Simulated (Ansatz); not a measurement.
`CS[SiH2][SeH]` + H₂O → `CS[SiH2]O` + H₂Se  (formal hydrolysis of the Si–Se bond)

Program: Ansatz. Geometries: PBE0-D4/def2-TZVP. ΔE: electronic, gas phase. CCSD(T)/CBS adds triple-zeta CCSD(T) − MP2 to the extrapolated MP2 energy (def2 sets, frozen cores). This one scheme is used for every species. Functionals use def2-TZVPP. B3LYP here is the variant with VWN-RPA as its local correlation; programs differ in this. For Se outer-core shells are correlated without core-valence functions, which leaves a few kJ/mol of doubt a bond. Scalar relativity is left out up to krypton. One conformer a species, not always the lowest.

```json
{"level": "PBE-D4", "ΔE (kcal/mol)": "-5.4", "difference from CCSD(T)/CBS": "1.5"}
{"level": "r2SCAN-D4", "ΔE (kcal/mol)": "-8.2", "difference from CCSD(T)/CBS": "-1.3"}
{"level": "PBE0-D4", "ΔE (kcal/mol)": "-5.7", "difference from CCSD(T)/CBS": "1.2"}
{"level": "B3LYP-D4", "ΔE (kcal/mol)": "-8.5", "difference from CCSD(T)/CBS": "-1.6"}
{"level": "ωB97X-V", "ΔE (kcal/mol)": "-9.0", "difference from CCSD(T)/CBS": "-2.1"}
{"level": "ωB97M-V", "ΔE (kcal/mol)": "-8.8", "difference from CCSD(T)/CBS": "-1.9"}
{"level": "B2PLYP", "ΔE (kcal/mol)": "-9.7", "difference from CCSD(T)/CBS": "-2.8"}
{"level": "PBE", "ΔE (kcal/mol)": "-6.6", "difference from CCSD(T)/CBS": "0.3"}
{"level": "r2SCAN", "ΔE (kcal/mol)": "-8.5", "difference from CCSD(T)/CBS": "-1.6"}
{"level": "PBE0", "ΔE (kcal/mol)": "-6.8", "difference from CCSD(T)/CBS": "0.1"}
{"level": "B3LYP", "ΔE (kcal/mol)": "-10.4", "difference from CCSD(T)/CBS": "-3.5"}
{"level": "HF/def2-TZVPP", "ΔE (kcal/mol)": "-12.8", "difference from CCSD(T)/CBS": "-5.9"}
{"level": "MP2/def2-TZVPP", "ΔE (kcal/mol)": "-7.4", "difference from CCSD(T)/CBS": "-0.5"}
{"level": "SCS-MP2/def2-TZVPP", "ΔE (kcal/mol)": "-9.1", "difference from CCSD(T)/CBS": "-2.2"}
{"level": "CCSD/def2-TZVPP", "ΔE (kcal/mol)": "-9.3", "difference from CCSD(T)/CBS": "-2.4"}
{"level": "CCSD(T)/def2-TZVPP", "ΔE (kcal/mol)": "-8.6", "difference from CCSD(T)/CBS": "-1.7"}
{"level": "HF/def2-QZVPP", "ΔE (kcal/mol)": "-13.0", "difference from CCSD(T)/CBS": "-6.1"}
{"level": "MP2/def2-QZVPP", "ΔE (kcal/mol)": "-6.5", "difference from CCSD(T)/CBS": "0.4"}
{"level": "SCS-MP2/def2-QZVPP", "ΔE (kcal/mol)": "-8.3", "difference from CCSD(T)/CBS": "-1.4"}
{"level": "HF/CBS(def2)", "ΔE (kcal/mol)": "-13.0", "difference from CCSD(T)/CBS": "-6.1"}
{"level": "MP2/CBS(def2)", "ΔE (kcal/mol)": "-5.7", "difference from CCSD(T)/CBS": "1.2"}
{"level": "CCSD/CBS(def2)", "ΔE (kcal/mol)": "-7.6", "difference from CCSD(T)/CBS": "-0.7"}
{"level": "CCSD(T)/CBS", "ΔE (kcal/mol)": "-6.9", "difference from CCSD(T)/CBS": "0"}
```

Largest T1 diagnostic among the species: 0.011.

In def2-TZVPP, CCSD(T) changes the Hartree–Fock value by +4.2 kcal/mol (the triples alone add +0.7 kcal/mol) and MP2 by +5.4 kcal/mol. The D4 term adds +1.9 kcal/mol with B3LYP and +1.0 kcal/mol with PBE0; it sums over pairs of atoms, weighted by their polarisabilities, and B3LYP, whose exchange is more repulsive, gets the larger term.
